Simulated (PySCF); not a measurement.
- σ from GIAO-PBE0/pcSseg-1
- coordinates at the GFN2-xTB level
- program: PySCF 2.14
- a single conformation, one averaged value for each set of equivalent atoms, no solvent model, non-relativistic

δ = σ(ref) − σ, references computed at the same level: TMS for ¹H (σ = 31.72 ppm), ¹³C (σ = 186.93 ppm). Shifts are as computed. Against solution values, carbons near 30 ppm lie about +3 ppm off and those near 130 ppm about +5 ppm. Of 1211 compounds with measured shifts, 218 miss one by over three times the rms of a fit or turn the order of signals round; such compounds aren't used in these exercises. OH and NH positions are gas-phase values without hydrogen bonding to other molecules.

**Question.** Order these molecules by the shift of their most deshielded carbon-bound hydrogen, lowest δ first.
A. Cc1ccoc1C(=O)F
B. C=Cn1nncc1C(C)=O
C. CC(C)O[Si@@H]1[SiH2][SiH2][Si@@H]1F
D. CC(=O)c1nncnc1C

**Answer.** C (3.65 ppm, hydrogen on an sp3 CH bonded to O), A (7.62 ppm, hydrogen on an aromatic CH next to the ring oxygen), B (8.95 ppm, hydrogen on an alkene CH), D (9.94 ppm, hydrogen on an aromatic CH between two ring heteroatoms).

**Question.** Order these molecules by the shift of their most shielded carbon, lowest δ first.
A. C=Cn1nncc1C(C)=O
B. Cc1ccoc1C(=O)F
C. CC(C)O[Si@@H]1[SiH2][SiH2][Si@@H]1F

**Answer.** B (14.1 ppm, methyl carbon on an aromatic ring), C (26.9 ppm, methyl carbon), A (31.4 ppm, methyl carbon α to a carbonyl).

**Question.** How many ¹³C and ¹H signals does each give (equivalence by symmetry and fast rotation, but not about amide C–N or C=N bonds)? `CC(C)c1ccc(N)cc1`, `C=Cn1nncc1C(C)=O`, `CC(C)O[Si@@H]1[SiH2][SiH2][Si@@H]1F`, `Cc1ccoc1C(=O)F`, `CC(=O)c1nncnc1C`

**Answer.** CC(C)c1ccc(N)cc1: 6 C, 5 H; C=Cn1nncc1C(C)=O: 6 C, 5 H; CC(C)O[Si@@H]1[SiH2][SiH2][Si@@H]1F: 3 C, 9 H; Cc1ccoc1C(=O)F: 6 C, 3 H; CC(=O)c1nncnc1C: 6 C, 3 H.
